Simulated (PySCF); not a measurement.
## Structure from 2D NMR

Compound of formula C₆H₁₀O. Correlations simulated from computed shifts and the bond graph:

HSQC (one-bond C–H):
| δH | δC |
| --- | --- |
| 6.99 | 137.6 |
| 6.84 | 140.9 |
| 5.88 | 137.6 |
| 2.57 | 46.8 |
| 1.10 | 20.0 |

COSY cross peaks (H two or three bonds apart, from the bond graph; peaks can be absent where the dihedral angle is near 90°):
| δH | δH |
| --- | --- |
| 6.99 | 6.84 |
| 6.99 | 5.88 |
| 6.84 | 5.88 |
| 2.57 | 1.10 |

HMBC (two and three bonds, from the bond graph):
| δH | δC |
| --- | --- |
| 6.99 | 208.4, 140.9 |
| 6.84 | 208.4, 137.6, 46.8 |
| 5.88 | 208.4, 140.9 |
| 2.57 | 208.4, 140.9, 20.0 |
| 1.10 | 208.4, 46.8, 20.0 |

Carbons without hydrogens: δ 208.4.

PySCF 2.14 calculation with shieldings: GIAO B97-2/pcSseg-2 and geometry from PBE0-D3(BJ)/def2-TZVP; non-relativistic, single conformer, isolated molecule, rapidly exchanging positions averaged.

References, each an isolated molecule treated in the same way: 1H and 13C vs TMS.

Exchangeable hydrogens are left out of these lists.

Q: Work out the connectivity.

A: `C(C=C)(=O)C(C)C`.

Atom-mapped SMILES (the numbers label the heavy atoms): `[CH2:1]=[CH:2][C:3](=[O:4])[CH:5]([CH3:6])[CH3:7]` (H(Xn): hydrogen on atom n). Ha(C1) is cis to C3; Hb(C1) is trans to C3.

1. δC 208.4 is C3, a ketone carbonyl carbon.
2. δC 140.9 is C2, an α carbon of a C=C–C=O unit (δH 6.84).
3. δC 137.6 is C1, a β carbon of a C=C–C=O unit (δH 6.99, 5.88).
4. δC 46.8 is C5, an sp3 CH α to a carbonyl (δH 2.57).
5. δC 20.0 is C6/C7, a methyl carbon (δH 1.10).
6. HMBC from δH 6.99 reaches the proton-free carbon C3.
7. HMBC from δH 6.84 reaches the proton-free carbon C3.
8. HMBC from δH 5.88 reaches the proton-free carbon C3.
9. HMBC from δH 2.57 reaches the proton-free carbon C3.
10. COSY links 6.99–6.84, 6.99–5.88, 6.84–5.88, 2.57–1.10.

This is the structure that produced the data.

Shifts are as computed. Against solution values, carbons near 30 ppm lie about +3 ppm off and those near 130 ppm about +7 ppm. Of 1211 compounds with measured shifts, 218 miss one by over three times the rms of a fit or turn the order of signals round; such compounds aren't used in these exercises.
